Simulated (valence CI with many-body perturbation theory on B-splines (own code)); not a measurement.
**Level structure of Ru XXI**

Computed by relativistic CI+MBPT: six valence electrons over a frozen Dirac-Fock core [Ar], radial functions for each j: 7 s, 7 p, 8 d, 6 f, 4 g, 1 h, with the one-electron correlation potential Σ1, the two-electron term Σ2, the three-electron term Σ3, Breit, model QED; selected CI, second order for the rest, scaled by the run's own slope (own B-spline code, finite nucleus).

No measured spectrum was set against this ion. As an estimate, terms of the open shell hold to 2 to 4 % of their energy, and close levels can change places. Core correlation moves these levels by up to 10000 cm⁻¹, and in measured spectra 5 to 20 % of such shifts remained as error; rates that hang on mixing are uncertain with them. Among the levels kept, up to 880 cm⁻¹ of a level comes from second order outside the variational space, and about a tenth of that is noise between levels of different J, which matters for small intervals. Only levels of the ground parity were solved; by the run's estimate the other parity begins above the list, which can be wrong where configurations are misplaced.

Levels 1 to 34 of 34, with energies above the lowest level, 3d6 5D_4. "Leading %" is the weight of the configuration and term that name the level; weights of strongly mixed levels are sums over their largest components and can fall short. In the jj column 3d3/2^4 stands for four electrons in 3d with j = 3/2.

| No. | Configuration | Term | J | E (eV) | Leading % | Leading jj | g |
| --- | --- | --- | --- | --- | --- | --- | --- |
| 1 | 3d6 | 5D | 4 | 0.000 | 88 | 3d3/2^4 3d5/2^2 (48 %) | 1.464 |
| 2 | 3d6 | 5D | 3 | 2.686 | 94 | 3d3/2^3 3d5/2^3 (70 %) | 1.479 |
| 3 | 3d6 | 5D | 2 | 2.822 | 73 | 3d3/2^4 3d5/2^2 (45 %) | 1.469 |
| 4 | 3d6 | 5D | 1 | 4.125 | 86 | 3d3/2^3 3d5/2^3 (69 %) | 1.480 |
| 5 | 3d6 | 5D | 0 | 4.364 | 84 | 3d3/2^2 3d5/2^4 (55 %) |  |
| 6 | 3d6 | 3H | 4 | 8.525 | 26 | 3d3/2^4 3d5/2^2 (46 %) | 1.052 |
| 7 | 3d6 | 3P | 2 | 9.932 | 62 | 3d3/2^2 3d5/2^4 (59 %) | 1.442 |
| 8 | 3d6 | 3H | 6 | 9.966 | 88 | 3d3/2^3 3d5/2^3 (90 %) | 1.143 |
| 9 | 3d6 | 3H | 5 | 10.107 | 56 | 3d3/2^3 3d5/2^3 (96 %) | 1.103 |
| 10 | 3d6 | 3F | 3 | 11.891 | 61 | 3d3/2^3 3d5/2^3 (74 %) | 1.002 |
| 11 | 3d6 | 3F | 2 | 12.190 | 80 | 3d3/2^3 3d5/2^3 (69 %) | 0.759 |
| 12 | 3d6 | 3H | 4 | 13.381 | 56 | 3d3/2^2 3d5/2^4 (85 %) | 1.002 |
| 13 | 3d6 | 1S | 0 | 14.219 | 51 | 3d3/2^3 3d5/2^3 (42 %) |  |
| 14 | 3d6 | 3G | 5 | 14.834 | 56 | 3d3/2^2 3d5/2^4 (96 %) | 1.125 |
| 15 | 3d6 | 3D | 1 | 15.242 | 47 | 3d3/2^3 3d5/2^3 (57 %) | 1.024 |
| 16 | 3d6 | 3G | 4 | 15.354 | 69 | 3d3/2^2 3d5/2^4 (45 %) | 1.059 |
| 17 | 3d6 | 3D | 2 | 15.965 | 71 | 3d3/2^2 3d5/2^4 (51 %) | 1.152 |
| 18 | 3d6 | 3G | 3 | 16.533 | 54 | 3d3/2^2 3d5/2^4 (65 %) | 0.905 |
| 19 | 3d6 | 3D | 3 | 17.023 | 83 | 3d3/2^2 3d5/2^4 (59 %) | 1.262 |
| 20 | 3d6 | 1I | 6 | 17.199 | 88 | 3d3/2^2 3d5/2^4 (90 %) | 1.018 |
| 21 | 3d6 | 3P | 1 | 17.823 | 49 | 3d3/2^2 3d5/2^4 (57 %) | 1.012 |
| 22 | 3d6 | 1G | 4 | 20.066 | 66 | 3d3/2 3d5/2^5 (54 %) | 1.015 |
| 23 | 3d6 | 3P | 0 | 20.286 | 90 | 3d3/2^4 3d5/2^2 (47 %) |  |
| 24 | 3d6 | 1F | 3 | 21.030 | 68 | 3d3/2^3 3d5/2^3 (90 %) | 1.019 |
| 25 | 3d6 | 1D | 2 | 21.073 | 64 | 3d3/2^2 3d5/2^4 (46 %) | 1.030 |
| 26 | 3d6 | 3P | 1 | 24.625 | 96 | 3d3/2^3 3d5/2^3 (66 %) | 1.475 |
| 27 | 3d6 | 3F | 4 | 26.174 | 84 | 3d3/2^2 3d5/2^4 (55 %) | 1.210 |
| 28 | 3d6 | 3P | 0 | 26.223 | 58 | 3d5/2^6 (72 %) |  |
| 29 | 3d6 | 3F | 2 | 26.470 | 94 | 3d3/2^2 3d5/2^4 (76 %) | 0.692 |
| 30 | 3d6 | 3F | 3 | 28.936 | 66 | 3d3/2 3d5/2^5 (71 %) | 1.068 |
| 31 | 3d6 | 3P | 2 | 28.946 | 86 | 3d3/2 3d5/2^5 (53 %) | 1.436 |
| 32 | 3d6 | 1G | 4 | 30.220 | 84 | 3d3/2^2 3d5/2^4 (62 %) | 1.030 |
| 33 | 3d6 | 1D | 2 | 38.230 | 97 | 3d3/2^2 3d5/2^4 (77 %) | 0.999 |
| 34 | 3d6 | 1S | 0 | 48.760 | 97 | 3d3/2^2 3d5/2^4 (79 %) |  |

Names give the largest LS component (configuration and term), which can be under half, so a name can repeat, a term be missing and a line seem to break the LS rules; names also repeat where a configuration has a term twice.

Where two levels of one J and parity lie close, their mixing, g and order are uncertain.

The ionisation energy to 3d5 6S_5/2 of the next ion comes out as 905.2 eV (NIST: 905 ± 4 eV (theoretical)). All 34 levels together are meant to be complete up to 50.797 eV.
